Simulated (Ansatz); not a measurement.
Be10O10 (started as a model of: (BeO)10 cage of four- and six-membered rings): single points at one geometry.

```yaml
crystal:
  periodic: [false, false, false]
  atoms:
    - {symbol: Be, position_ang: [0.739218, 0.721105, -2.683667]}
    - {symbol: O, position_ang: [0.924920, -0.832017, -2.833731]}
    - {symbol: Be, position_ang: [-0.742055, -0.720174, -2.682541]}
    - {symbol: O, position_ang: [-0.929744, 0.832680, -2.831870]}
    - {symbol: Be, position_ang: [-0.749714, 1.335232, -1.339301]}
    - {symbol: O, position_ang: [0.893785, 1.509318, -1.339715]}
    - {symbol: Be, position_ang: [1.319053, 0.813862, -0.001148]}
    - {symbol: O, position_ang: [1.395270, -0.832734, -0.001122]}
    - {symbol: Be, position_ang: [0.748284, -1.335248, -1.340729]}
    - {symbol: O, position_ang: [-0.896530, -1.508864, -1.338804]}
    - {symbol: Be, position_ang: [-1.318568, -0.814157, 0.001117]}
    - {symbol: O, position_ang: [-1.396211, 0.832557, 0.001134]}
    - {symbol: Be, position_ang: [-0.747856, 1.335187, 1.340699]}
    - {symbol: O, position_ang: [0.896071, 1.508863, 1.338488]}
    - {symbol: Be, position_ang: [0.742770, 0.720382, 2.682485]}
    - {symbol: O, position_ang: [-0.925148, 0.832222, 2.833555]}
    - {symbol: Be, position_ang: [0.750070, -1.335407, 1.339360]}
    - {symbol: O, position_ang: [-0.894245, -1.509357, 1.340065]}
    - {symbol: Be, position_ang: [-0.738705, -0.720801, 2.683723]}
    - {symbol: O, position_ang: [0.929345, -0.832639, 2.832003]}
basis:
  gaussian: {orbitals: 6-31G}
hamiltonian: {xc: {name: B3LYP}, dispersion: d4}
scf: {omitted_lower_state_checks: [starts]}
output: {orbitals: {seedname: orbitals}}
```

The file start.molden holds the orbitals of an earlier run on this structure, at another level or in another basis.

```sh
$ ansatz run in.yaml --threads 4 --pin off --events-out ev --progress --plain --max-ram 6963MiB
```

Shortened log:

```
Functional definition: B3LYP
2000 factors; integrals over basis functions are off by at most 1.4e-4 eV
mean field evaluation 1: about -24476.8866 eV, gradient 1.5e2 eV
mean field evaluation 2: about -24388.9123 eV, gradient 2.6e2 eV
mean field evaluation 4: about -24516.8652 eV, gradient 1.4e1 eV
mean field evaluation 8: about -24518.1048 eV, gradient 5.5e-1 eV
mean field evaluation 16: about -24518.1055 eV, gradient 1.1e-4 eV
mean field -24518.10547114 eV, -901.0237570957 hartree, gradient 1.2e-5 eV, S^2 0.000000; 0 other end points of the search recorded, 0 dependent functions left out
reference -24518.10583134 eV, -901.0237703327 hartree; 60, 60 occupied and 120, 120 virtual orbitals, 2000 factors
Total energy: -24519.95488765 eV, -901.0917218986 hartree
Checks for a lower state left out: starts
```

Hardware: 4 threads of Arm Neoverse V1 on a shared host. Wall time 7.5 s.

As the first input, with `gaussian: {orbitals: STO-3G}`, `hamiltonian: {xc: hf}` (abridged; 1.1 s):

```
Functional definition: HF
mean field -24074.99818242 eV, -884.7398645842 hartree, gradient 2.9e-5 eV, S^2 0.000000
Total energy: -24074.99818242 eV, -884.7398645842 hartree
Checks for a lower state left out: starts
```

As the first input, with `gaussian: {orbitals: def2-SVP, initial_orbitals: start.molden}`, `hamiltonian: {xc: pbe0, dispersion: d4}` (abridged; 11 s):

```
Functional definition: PBE0
mean field -24471.92581176 eV, -899.3266859151 hartree, gradient 1.0e-5 eV, S^2 0.000000
Total energy: -24472.92487225 eV, -899.3634007111 hartree
Checks for a lower state left out: starts
```

The first input with `gaussian: {orbitals: def2-SVP, initial_orbitals: start.molden}`, `hamiltonian: {xc: pbe, dispersion: d4}` (abridged; 8.5 s):

```
Functional definition: PBE
mean field -24470.94699313 eV, -899.2907149938 hartree, gradient 9.8e-6 eV, S^2 0.000000
Total energy: -24472.10585879 eV, -899.3333025213 hartree
Checks for a lower state left out: starts
```

As the first input, with `gaussian: {orbitals: def2-SVP, initial_orbitals: start.molden}`, `correlation: {method: mp2}` and without the key `hamiltonian` (abridged; 9 s):

```
Functional definition: HF
mean field -24371.31396076 eV, -895.6292685881 hartree, gradient 3.4e-6 eV, S^2 0.000000
10 core orbitals not correlated: weight in the atoms' cores, before any rotation towards them, 1.000 or more for the frozen orbitals, at most 0.000 for the correlated occupied ones
second order -58.26907224 eV of doubles, -0.00000000 eV of singles
Total energy: -24429.58303300 eV, -897.7706174968 hartree
Checks for a lower state left out: starts
```

First input, but with `gaussian: {orbitals: def2-TZVP, initial_orbitals: start.molden}`, `hamiltonian: {xc: pbe, dispersion: d4}`, `output: {forces: true, orbitals: {seedname: orbitals}}` (abridged; 20 s):

```
Functional definition: PBE
mean field -24500.49984937 eV, -900.3767624290 hartree, gradient 1.8e-5 eV, S^2 0.000000
Total energy: -24501.65872359 eV, -900.4193502711 hartree
Atom 0 force    -0.783620    -0.434023     0.634511 eV/Å
Atom 1 force    -0.186317     0.185825     0.229429 eV/Å
Atom 2 force     0.763105     0.434067     0.634134 eV/Å
Atom 3 force     0.203724    -0.185665     0.224628 eV/Å
Atom 4 force     0.516121    -0.552575    -0.122944 eV/Å
Atom 5 force    -0.036230    -0.133090    -0.060685 eV/Å
Atom 6 force    -0.512124    -0.148054     0.004090 eV/Å
Atom 7 force     0.075252    -0.060078    -0.001966 eV/Å
Atom 8 force    -0.536237     0.549624    -0.126773 eV/Å
Atom 9 force     0.056364     0.130710    -0.060601 eV/Å
Atom 10 force     0.503111     0.152953    -0.002870 eV/Å
Atom 11 force    -0.060153     0.063911     0.002349 eV/Å
Atom 12 force     0.520977    -0.553077     0.119827 eV/Å
Atom 13 force    -0.042195    -0.132581     0.060205 eV/Å
Atom 14 force    -0.775707    -0.434166    -0.633207 eV/Å
Atom 15 force     0.196346    -0.186054    -0.226291 eV/Å
Atom 16 force    -0.531656     0.549499     0.129203 eV/Å
Atom 17 force     0.048301     0.131898     0.059292 eV/Å
Atom 18 force     0.772929     0.434039    -0.636244 eV/Å
Atom 19 force    -0.191993     0.186837    -0.226089 eV/Å
Dipole moment:     0.004330    -0.000035     0.000023 e Å
Checks for a lower state left out: starts
```

As the first input, with `gaussian: {orbitals: def2-TZVP, initial_orbitals: start.molden}`, `hamiltonian: {xc: {name: r2SCAN0}, dispersion: d4}` (abridged; 49 s):

```
Functional definition: r2SCAN0
mean field -24515.97950920 eV, -900.9456294352 hartree, gradient 1.7e-5 eV, S^2 0.000000
Total energy: -24516.34600064 eV, -900.9590977474 hartree
Checks for a lower state left out: starts
```

Geometry: PBE-D4/def2-SVP.

B3LYP takes the VWN-RPA correlation. Correlated methods freeze 10 core orbitals.
